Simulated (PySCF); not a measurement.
**Electron correlation in Be⁺ (beryllium, charge +1)**

[He] 2s1, 2S determinant. Calculation: PySCF 2.14, in aug-cc-pCVDZ (5s4p2d, 27 functions); no relativity, point nucleus. Frozen: nothing; 3 electrons correlated.

```tsv
level	correlation energy (mhartree)
CCSD	-34.54
(T)	0.00
CCSD(T)	-34.54
CCSDT	-34.54
FCI	-34.54
```

Diagnostics: T1 = 0.00060, D1 = 0.0014, largest double amplitude 0.021, weight of the Hartree-Fock determinant in FCI 0.9984 (9477 determinants).

Cost of the coupled-cluster step: of the order of 0.11 core-seconds, for 3 correlated electrons.
